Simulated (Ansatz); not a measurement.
Question: Name a neutral molecule of Al, Cl, N, Si and H with LUMO energy (PBE0/def2-TZVPP) between -1.40 and -1.10 eV and size of the dipole moment (PBE/def2-TZVPP) between 0.70 and 1.00 D (Ansatz, PBE0-D4/def2-TZVP geometry).

Answer: `[NH2][AlH][SiH2][SiH2]Cl` (-1.33 eV, 0.82 D). Other molecules can fit too; these were computed, each in one conformer that needn't be the lowest.
